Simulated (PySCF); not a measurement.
FH₄PSeSi.
Numbering: `[F:1][Si@H:2]([PH2:3])[SeH:4]` (hydrogens: H5 on Si2; H6, H7 on P3; H8 on Se4)

Method: PySCF 2.14.0, PBE0-D3(BJ)/def2-SVP geometry optimisation, gas phase.

Question: What internal coordinates does the optimisation give?

Answer: 
```json
{"bond": "F1–Si2", "length (Å)": "1.626", "order": "single"}
{"bond": "Si2–P3", "length (Å)": "2.253", "order": "single"}
{"bond": "Si2–Se4", "length (Å)": "2.280", "order": "single"}
{"bond": "Si2–H5", "length (Å)": "1.489", "order": "single"}
{"bond": "P3–H6, P3–H7", "length (Å)": "1.429", "order": "single"}
{"bond": "Se4–H8", "length (Å)": "1.471", "order": "single"}
```

Bonds in one row agree within 0.01 Å and their mean is given. Orders are formal, as drawn. A selection of angles:
```json
{"angle": "F1–Si2–P3", "degrees": "109.3"}
{"angle": "F1–Si2–Se4", "degrees": "104.1"}
{"angle": "F1–Si2–H5", "degrees": "106.9"}
{"angle": "P3–Si2–Se4", "degrees": "115.3"}
{"angle": "P3–Si2–H5", "degrees": "108.3"}
{"angle": "Se4–Si2–H5", "degrees": "112.5"}
{"angle": "Si2–P3–H6", "degrees": "91.3"}
{"angle": "Si2–P3–H7", "degrees": "94.4"}
{"angle": "H6–P3–H7", "degrees": "94.1"}
{"angle": "Si2–Se4–H8", "degrees": "92.0"}
```

Dihedral angles: H8–Se4–Si2–F1 157° (antiperiplanar).

P3 (three-coordinate phosphorus) is pyramidal (angles 94.4°, 94.1° and 91.3°, sum 279.8°, 0.87 Å off the plane of its three neighbours). Se4 (selenium bonded to Si and H) is bent (angle 92.0°). Si2 (fluorine-bound silicon) is distorted tetrahedral (angles from 104.1° to 115.3°).

Point group: C1 (no symmetry element, even within 0.4 Å). Whether it is a minimum is left open (no frequencies). One conformer, not necessarily the lowest (F1–Si2–P3–H 177° and -88°, F1–Si2–Se4–H 157°).
